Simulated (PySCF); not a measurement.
Order these species by their calculated properties.

All species are isolated and taken at one optimised geometry, non-relativistic unless stated; the electronic structure was computed with PySCF and density fitting.

The conformers computed, where there is a choice (atom-mapped SMILES and torsion angles):
- `[O:1]=[C:2]([Cl:3])[c:4]1[cH:5][cH:6][cH:7][cH:8][c:9]1[SiH3:10]`: O1–C2–C4–C5 180°
- `[N:1]#[C:2][CH2:3][C:4]1=[CH:5][CH2:6][CH:7]=[CH:8][C@@H:9]1[F:10]`: C2–C3–C4–C5 -105°
- `[O:1]=[C:2]([Cl:3])[c:4]1[cH:5][cH:6][cH:7][cH:8][c:9]1[C:10](=[O:11])[Cl:12]`: O1–C2–C4–C5 133°, C8–C9–C10–O11 133°
- `[Cl:1][C@H:2]1[SiH2:3][CH:4]=[C:5]1[c:6]1[cH:7][cH:8][cH:9][o:10]1`: C4–C5–C6–C7 180°
- `[CH:1]#[C:2][C@@H:3]([CH3:4])[C@@H:5]([F:6])/[CH:7]=[CH:8]/[C:9]#[N:10]`: C2–C3–C5–F6 169°, C3–C5–C7–C8 -121°
- `[H]/[N:1]=[C:2](\[CH2:3][CH2:4][S:5][SiH3:6])[CH:7]1[CH2:8][CH2:9]1`: N1–C2–C3–C4 2°, C2–C3–C4–S5 -177°, C3–C4–S5–Si6 -68°, N1–C2–C7–C8 35°
- `[CH3:1][C@@H:2]1[CH2:3][CH:4]=[C:5]([C:6]([F:7])([F:8])[F:9])[O:10]1`: C4–C5–C6–F7 -119°
- `[O:1]=[CH:2][c:3]1[cH:4][cH:5][c:6]([CH:7]2[CH2:8][CH2:9][CH2:10]2)[o:11]1`: O1–C2–C3–C4 0°, C5–C6–C7–C8 129°
- `[CH3:1]/[CH:2]=[CH:3]/[CH2:4][SiH-:5][C:6]#[N:7]`: C2–C3–C4–Si5 100°, C3–C4–Si5–C6 60°, C4–Si5–C6–N7 125°
- `[CH2:1]=[CH:2][CH2:3][Si-:4]([CH3:5])[C:6]#[N:7]`: C1–C2–C3–Si4 97°, C2–C3–Si4–C5 71°, C3–Si4–C6–N7 129°
- `[CH:1]#[C:2][CH2:3][S:4][CH:5][CH3:6]`: C2–C3–S4–C5 63°, C3–S4–C5–C6 166°

The conformers of `FC(F)C1=C[C@@H](F)COC1` aren't listed.

Problem. Rank by HOMO energy, lowest first (PBE0/pcSseg-1 at GFN2-xTB geometries).
A. `O=C(Cl)C1=CC=CC=C1[SiH3]`
B. `C(=O)(c1c(C(Cl)=O)cccc1)Cl`
C. `Cl[C@H]1[SiH2]C=C1c1ccco1`
D. `N#CCC1=CCC=C[C@@H]1F`

Solution. B (-8.41 eV), A (-8.06 eV), D (-7.85 eV), C (-6.46 eV).

Problem. Give the two extremes of that set in hartree.

Solution. `O=C(Cl)c1ccccc1C(=O)Cl`: -0.309 Eh; `Cl[C@H]1[SiH2]C=C1c1ccco1`: -0.237 Eh.

Problem. Rank by HOMO–LUMO gap, highest first (PBE0/pcSseg-1 at GFN2-xTB geometries).
A. `Cl[C@H]1[SiH2]C=C1C1=CC=CO1`
B. `C#C[C@@H](C)[C@@H](F)/C=C/C#N`
C. `C[C@@H]1CC=C(C(F)(F)F)O1`
D. `N#CCC1=CCC=C[C@@H]1F`
E. `O=C(Cl)c1ccccc1C(=O)Cl`
F. `c1ccc([SiH3])c(C(=O)Cl)c1`
G. `FC(F)C1=C[C@@H](F)COC1`
H. `C(/CCS[SiH3])(=N/[H])C1CC1`

Solution. D (7.39 eV), G (7.02 eV), H (6.90 eV), C (6.70 eV), B (6.51 eV), E (5.73 eV), F (5.62 eV), A (5.06 eV).

Problem. By how much do the two ends of that ranking differ?

Solution. By 2.33 eV, between `N#CCC1=CCC=C[C@@H]1F` and `Cl[C@H]1[SiH2]C=C1c1ccco1`.

Problem. Rank by dipole moment, lowest first (PBE0/pcSseg-1 at GFN2-xTB geometries).
A. `N#CCC1=CCC=C[C@@H]1F`
B. `O=Cc1ccc(C2CCC2)o1`
C. `O=C(Cl)c1ccccc1C(=O)Cl`
D. `C#C[C@@H](C)[C@@H](F)/C=C/C#N`
E. `[SiH3]SCC/C(=N\[H])C1CC1`
F. `O=C(Cl)c1ccccc1[SiH3]`

Solution. E (1.77 D), F (3.68 D), D (4.23 D), A (4.39 D), B (4.56 D), C (5.89 D).

Problem. Rank by smallest rotational constant, lowest first (GFN2-xTB).
A. `[H]/N=C(\CCS[SiH3])C1CC1`
B. `C(/[C@H](F)[C@H](C)C#C)=C\C#N`
C. `N#CCC1=CCC=C[C@@H]1F`
D. `C(CS[CH]C)#C` [radical]
E. `C=CC[Si-](C)C#N`
F. `O=C(Cl)c1ccccc1[SiH3]`
G. `[SiH-](C#N)C/C=C/C`

Solution. A (0.409 GHz), F (0.538 GHz), B (0.648 GHz), C (0.812 GHz), G (0.928 GHz), E (0.999 GHz), D (1.382 GHz).

Problem. By how much do the two ends of that ranking differ?

Solution. By 0.973 GHz, between `C#CCS[CH]C` [doublet state] and `[H]/N=C(\CCS[SiH3])C1CC1`.
